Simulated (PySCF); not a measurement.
1-chlorocyclopenta-1,3-diene (C₅H₅Cl), SMILES ClC1=CC=CC1.

Geometry optimised at ωB97X-D3(BJ)/def2-SVP. The values are those of a single conformer.

Method: TDA-PBE/def2-SVPD in PySCF 2.14.0.

Vertical excitations.  State labels are in the subgroup Cs.

Computed UV-visible absorptions:
| state | symmetry | energy (eV) | λ (nm) | f | main pairs |
|---|---|---|---|---|---|
| S1 | A' | 4.84 | 256 | 0.195 | HOMO→LUMO 91 % |
| S2 | A" | 5.43 | 228 | 0.001 | HOMO→LUMO+1 94 % |
| S3 | A" | 5.60 | 221 | 0.000 | HOMO−1→LUMO 99 % |
| S4 | A" | 5.69 | 218 | 0.005 | HOMO→LUMO+2 94 % |
| S5 | A' | 5.86 | 211 | 0.003 | HOMO→LUMO+3 50 %, HOMO−2→LUMO 49 % |
| S6 | A" | 6.40 | 194 | 0.001 | HOMO→LUMO+4 100 % |
| S7 | A" | 6.48 | 191 | 0.006 | HOMO→LUMO+5 100 % |
| S8 | A" | 6.99 | 177 | 0.000 | HOMO→LUMO+6 99 % |
| S9 | A' | 7.09 | 175 | 0.038 | HOMO−3→LUMO 41 %, HOMO→LUMO+7 27 %, HOMO−2→LUMO 12 %, HOMO→LUMO+3 11 % |
| S10 | A' | 7.22 | 172 | 0.024 | HOMO→LUMO+7 63 %, HOMO−3→LUMO 34 % |
| T1 | A' | 2.93 | 423 | 0 | HOMO→LUMO 98 % |
| T2 | A' | 4.90 | 253 | 0 | HOMO→LUMO+3 49 %, HOMO−2→LUMO 48 % |
| T3 | A" | 5.11 | 243 | 0 | HOMO→LUMO+1 98 % |
| T4 | A" | 5.50 | 226 | 0 | HOMO−1→LUMO 99 % |
Triplets are in the Tamm–Dancoff approximation.
